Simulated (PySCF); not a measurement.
Vertical excitations of a molecule C₃H₇ClSi from TDDFT-LC-ωPBE/def2-SVPD (PySCF), as energy in eV (oscillator strength): 6.70 (0.410), 6.91 (0.001), 7.41 (0.001), 7.94 (0.003), 8.20 (0.057), 8.29 (0.006), 8.44 (0.001), 8.62 (0.006), 8.77 (0.023), 8.81 (0.013). Lowest triplet (TDA): 3.93 eV. Coordinates come from a B3LYP-D3(BJ)/def2-SVP optimisation. Other conformers were not sampled.

Problem. Which structure fits?
A. Cl[SiH]1CCC1
B. Cl[SiH2]C1CC1
C. C/C([SiH3])=C/Cl
D. [SiH3]C/C=C\Cl

Solution. D, [SiH3]C/C=C\Cl
